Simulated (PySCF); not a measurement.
Radial density of C (carbon, neutral)

UHF, [He] 2s2 2p1 3d1, one real determinant (an excited configuration). Calculation: PySCF 2.14, in dyall-av2z; the non-relativistic Hamiltonian (point nucleus).

| r (bohr) | 4πr²ρ (e/bohr) | 4πr²(ρα − ρβ) |
| --- | --- | --- |
| 0.00493 | 0.03692 | 0.0000 |
| 0.00830 | 0.1007 | 0.0000 |
| 0.0140 | 0.2655 | -0.0001 |
| 0.0235 | 0.6714 | -0.0002 |
| 0.0395 | 1.568 | -0.0004 |
| 0.0664 | 3.227 | -0.0005 |
| 0.112 | 5.351 | 0.0024 |
| 0.188 | 6.236 | 0.0203 |
| 0.316 | 4.107 | 0.0933 |
| 0.532 | 1.537 | 0.2997 |
| 0.894 | 1.808 | 0.5912 |
| 1.50 | 1.804 | 0.5792 |
| 2.53 | 0.7658 | 0.4785 |
| 4.26 | 0.2594 | 0.2492 |
| 7.16 | 0.0003918 | 0.0004 |

⟨L²⟩ = 8.01 against 12 for a pure F term, so this real determinant mixes terms. The outer electron is Rydberg-like, and this basis confines it to a smaller radius and binds it less than a complete one would. At UHF the highest occupied level has a positive energy, so only the finite basis holds that electron; for this excited configuration the basis is too tight for the outer shell.
